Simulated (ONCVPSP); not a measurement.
Re (Z = 75), ONCV: configuration errors across variants

Re (Z = 75), optimised norm-conserving Vanderbilt (ONCV), made with ONCVPSP 4.0.1 (LDA (Perdew-Zunger), scalar-relativistic). Core [Kr] 4d10, reference 4f14 5s2 5p6 5d5 6s2. Waves: 5s+6s: rc 2.00 bohr, ncon 3, nbas 8, qcut 5.9 1/bohr, 2 projectors; 5p: rc 1.90 bohr, ncon 3, nbas 7, qcut 6 1/bohr, 2 projectors, debl 2.8 Ha; 5d: rc 2.00 bohr, ncon 3, nbas 8, qcut 8.6 1/bohr, 2 projectors, debl 0.7 Ha; 4f: rc 0.60 bohr, ncon 4, nbas 8, qcut 28.8 1/bohr, 1 projector. Local part: polynomial inside 0.45 bohr (lpopt 5, dvloc0 0 Ha). Core correction: Teter function fitted to the true core (icmod 2), fcfact 0.7.

All-electron excitation energies from the reference (eV): (1) 4f14 5s2 5p6 5d5 6s1 9.516; (2) 4f14 5s2 5p6 5d5 6s0 26.196; (3) 4f14 5s2 5p6 5d4 6s0 53.640; (4) 4f14 5s2 5p6 5d5 6s0 6p1 15.424.

1 further variants failed, have other tests or another functional or relativity, and are left out.

A true bound ghost makes a file unfit for plane-wave use even where its test errors are small: the radial tests pick states by their node count and pass the ghost by.

Errors AE − PS in meV (a dash: test not solved or not reliable):

```csv
change,(1),(2),(3),(4),bound ghosts,GHOST(+) flags above zero
base,-4.6,-17,-16,-8.9,"s, p, d",none
"core correction Teter function, fcfact 4.75, rcfact 1.75",-5.2,-19,-17,-10,"s, p, d",none
f: qcut 40.7,-4.7,-17,-16,-8.8,"s, p, d",none
"core correction Teter function fitted to the true core (icmod 2), fcfact 0.66",-4.6,-17,-16,-8.9,"s, p, d",none
s: qcut 6; p: qcut 6.1; d: qcut 8.7; f: qcut 29.2,-4.6,-17,-16,-8.8,"s, p, d",none
```

Q: Give the same row for: all radii but the core radius scaled by about 1.22 (s 2.44, p 2.32, d 2.44, f 0.74 bohr); local potential polynomial inside 0.56 bohr (lpopt 5, dvloc0 0 Ha).

A: -5.2, -20, -22, -12; bound ghosts: s, p; GHOST(+) flags above zero: s, d.
